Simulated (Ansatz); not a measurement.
Two members of one family ((BeO)n), computed with Ansatz in the gas phase. The two geometries come from different levels. Binding counts from free atoms in the multiplicity of their measured ground term, without zero-point energy. The structures are stationary points that may keep the symmetry of their start.

First: Be4O4 (singlet, charge 0, PBE-D4/def2-SVP geometry).

```xyz
8

Be    0.270   -1.678    0.154
Be   -1.631   -0.221    0.452
Be    1.631    0.221   -0.452
Be   -0.270    1.678   -0.153
O    -1.139   -1.591    0.507
O     1.139    1.591   -0.507
O     1.592   -1.220   -0.249
O    -1.592    1.220    0.250
```

```
               level  HOMO (eV)  LUMO (eV)  gap (eV)  binding per atom (eV)
     PBE-D4/def2-SVP      -7.05      -1.94      5.11                   5.16
   PBE-D4/def2-TZVPD      -7.00      -1.98      5.02                   5.16
r2SCANh-D4/def2-TZVP      -7.83      -1.20      6.63                   5.02
  PBE0-D4/def2-TZVPD      -8.53      -1.25      7.28                   4.97
r2SCAN0-D4/def2-TZVP      -8.72      -0.89      7.83                   4.92
```

Second: Be7O7 (singlet, charge 0, PBE0-D4/def2-SVP geometry).

```xyz
14

Be    0.388    2.083   -2.232
Be    0.744   -1.420    2.627
Be   -1.730    0.477   -2.503
Be    2.212    2.123   -0.279
Be   -1.439   -2.337    1.391
Be   -2.542   -1.492   -0.891
Be    2.369    0.567    1.886
O    -0.409   -2.218    2.371
O    -0.792    1.511   -2.794
O     1.836   -0.503    2.665
O    -2.350   -2.261    0.295
O     1.535    2.480   -1.483
O     2.704    1.589    0.949
O    -2.524   -0.599   -2.003
```

Estimate the same table for the second.


```csv
level,HOMO (eV),LUMO (eV),gap (eV),binding per atom (eV)
PBE-D4/def2-SVP,-7.18,-1.87,5.31,5.34
PBE-D4/def2-TZVPD,-7.14,-1.88,5.25,5.29
r2SCANh-D4/def2-TZVP,-7.98,-1.18,6.80,5.17
PBE0-D4/def2-TZVPD,-8.68,-1.21,7.46,5.12
r2SCAN0-D4/def2-TZVP,-8.87,-0.89,7.97,5.08
```
